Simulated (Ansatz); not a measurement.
Consider the cleavage of the Si–Si bond: `F[SiH]([SiH3])Cl` + `S[CH2][GeH3]` → `[SiH3]S[CH2][GeH3]` + `F[SiH2]Cl`.

Calculated with Ansatz (gas phase, PBE0-D4/def2-TZVP geometries, no zero-point term in ΔE). CCSD(T)/CBS adds triple-zeta CCSD(T) − MP2 to the extrapolated MP2 energy (def2 sets, frozen cores). This one scheme is used for every species. DFT in def2-TZVPP. For Ge outer-core shells are correlated without core-valence functions, which leaves a few kJ/mol of doubt a bond. Scalar relativity is left out up to krypton. One conformer a species, not always the lowest.

```tsv
species	r2SCANh energy (Eh)
`F[SiH]([SiH3])Cl`	-1141.48618
`S[CH2][GeH3]`	-2516.84986
`[SiH3]S[CH2][GeH3]`	-2807.54536
`F[SiH2]Cl`	-850.81280
```

(1) Work out ΔE.

Largest T1 diagnostic among the species: 0.012.

Results:

(1) ΔE = (-2807.54536) + (-850.81280) − (-1141.48618) − (-2516.84986) = -0.02212 Eh = -58.1 kJ/mol. CCSD(T)/CBS gives -62.2 kJ/mol.

From BLYP to BHLYP (50 % exact exchange), in def2-TZVPP and without D4, ΔE moves by −9.9 kJ/mol. At CCSD(T), def2-SVP lies +5.3 kJ/mol from the extrapolated value and def2-TZVPP +1.3 kJ/mol. Leaving LDA and LC-ωPBE aside and taking each functional with its dispersion term where it has one, the values, not all of them listed here, spread over 14.5 kJ/mol, from ωB97M-V to PBE-D4.
